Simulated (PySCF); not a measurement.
C2H6Be. Atoms are numbered in the order given.

```xyz
9

Be    -0.3016     1.6490     0.0000
H     -0.9711     2.8167     0.0000
C      0.5412     0.1884     0.0000
C     -0.3136    -1.0975     0.0000
H      1.2203     0.1775    -0.8741
H      1.2203     0.1775     0.8741
H     -0.9671    -1.1522     0.8837
H     -0.9671    -1.1522    -0.8837
H      0.3056    -2.0085     0.0000
```
Charge 0, spin multiplicity 1.

The structure is a stationary point at PBE-D3(BJ)/def2-TZVP.

The numbers are results of HF/def2-TZVPD in PySCF, not measurements.

Isolated molecule, no solvent.

Computed frontier levels, gap, dipole moment and polarisability:
```json
{
  "highest_occupied_level": "-10.96 eV",
  "lowest_empty_level": "1.31 eV",
  "orbital_gap": "12.26 eV",
  "dipole_moment": "0.104 e·Å",
  "quadrupole, principal values (traceless, Buckingham form, about the centre of nuclear charge)": "-6.94, 3.05, 3.89 D·Å",
  "mean_static_polarisability": "40.8 bohr³ (6.05 Å³)",
  "polarisability_principal_values": "37.8, 39.7, 45.0 bohr³"
}
```
